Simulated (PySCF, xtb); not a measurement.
HgCl, SMILES [Cl][Hg+], charge +1.

GFN2-xTB (xtb) at its own geometry gives an orbital gap of 2.20 eV.

The structure is a stationary point at B3LYP-D3(BJ)/def2-TZVPD. The multiplicity is an assumed one; other spin states were not compared. The def2 effective core potentials stand for the cores of Hg; spin–orbit coupling is left out.

Question: What does PySCF with B3LYP/def2-TZVPD give? (Estimate from the structure and the level; the computed values follow.)

Answer: gap 3.01 eV (levels -14.92 and -11.91 eV).
